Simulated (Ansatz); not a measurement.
Cost and result for the atomization energy of ClFH4OSi2, SMILES `O[Si](F)([SiH3])Cl` (9 atoms, 8 bonds).

Z-matrix (Å, degrees):
```
Si
F 1 1.594
Si 1 2.329 2 110.8
O 1 1.624 2 110.0 3 120.9
Cl 1 2.053 2 105.1 3 -120.6
H 3 1.485 1 108.6 2 -56.8
H 3 1.485 1 109.8 2 63.3
H 3 1.484 1 108.7 2 -176.3
H 4 0.960 1 119.7 2 70.6
```

Total charge 0; spin multiplicity 1. The structure was optimised at the PBE0-D4/def2-TZVP level. It is one conformer, not always the lowest. Program: Ansatz. All runs use 4 threads of an Intel Xeon Platinum 8488C on a shared host. Times are those of one run each, without the atoms' runs, and a repeat can differ threefold. Electronic energies, without spin–orbit coupling; frozen cores. CCSD(T)/CBS adds CCSD(T) − MP2 in def2-TZVPP to the MP2 limit, and its time is that of the two runs behind it. T1 = 0.012. HSE06 is the plane-wave form, built on full-range PBE exchange.

CCSD(T)/CBS is a level of theory with its own doubt, some kJ/mol a heavy atom from the limit and from the frozen cores, so smaller differences don't rank the functionals.

```csv
level,functions,wall time
BLYP-D4/def2-TZVPP,244,1.3 s
PBE-D4/def2-TZVPP (with forces),244,1.6 s
PBE0-D4/def2-TZVPP,244,2.1 s
CCSD(T)/def2-SVP,102,2.3 s
HSE06-D4/def2-TZVPP,244,2.4 s
CAM-B3LYP-D4/def2-TZVPP,244,2.4 s
r2SCAN-D4/def2-TZVPP (with forces),244,2.7 s
PBE-QIDH/def2-TZVPP,244,3.5 s
B97M-V/def2-TZVPP,244,4.3 s
ωB97M-V/def2-TZVPP (with forces),244,7 s
MP2/def2-QZVPP,444,12 s
CCSD(T)/def2-TZVPP,244,65 s
CCSD(T)/CBS(def2),–,77 s
```

(1) What atomization energy does each give, and how far from CCSD(T)/CBS? (Best estimate.)

Answers

(1) Computed: 
```csv
level,atomization (kcal/mol),difference from CCSD(T)/CBS,per bond
BLYP-D4/def2-TZVPP,745.5,-12.4,-1.6
PBE-D4/def2-TZVPP (with forces),755.6,-2.3,-0.3
PBE0-D4/def2-TZVPP,743.9,-14.0,-1.8
CCSD(T)/def2-SVP,688.0,-69.9,-8.7
HSE06-D4/def2-TZVPP,744.3,-13.6,-1.7
CAM-B3LYP-D4/def2-TZVPP,753.7,-4.2,-0.5
r2SCAN-D4/def2-TZVPP (with forces),755.5,-2.4,-0.3
PBE-QIDH/def2-TZVPP,744.1,-13.8,-1.7
B97M-V/def2-TZVPP,757.5,-0.4,0.0
ωB97M-V/def2-TZVPP (with forces),755.4,-2.5,-0.3
MP2/def2-QZVPP,764.9,7.0,0.9
CCSD(T)/def2-TZVPP,733.4,-24.5,-3.1
CCSD(T)/CBS(def2),757.9,0.0,0.0
```

In def2-TZVPP, CCSD(T) changes the Hartree–Fock value by +176.0 kcal/mol (the triples alone add +10.6 kcal/mol) and MP2 by +192.6 kcal/mol; breaking electron pairs costs correlation energy, which Hartree–Fock lacks. From PBE to PBE0 (25 % exact exchange), in def2-TZVPP and without D4, the atomization energy moves by −10.9 kcal/mol: exact exchange takes away binding that semilocal exchange gives to molecules. At CCSD(T), def2-SVP lies −69.9 kcal/mol from the extrapolated value and def2-TZVPP −24.5 kcal/mol: correlation converges slowly with the basis, and small sets miss more of it in the bonded molecule than in its fragments.
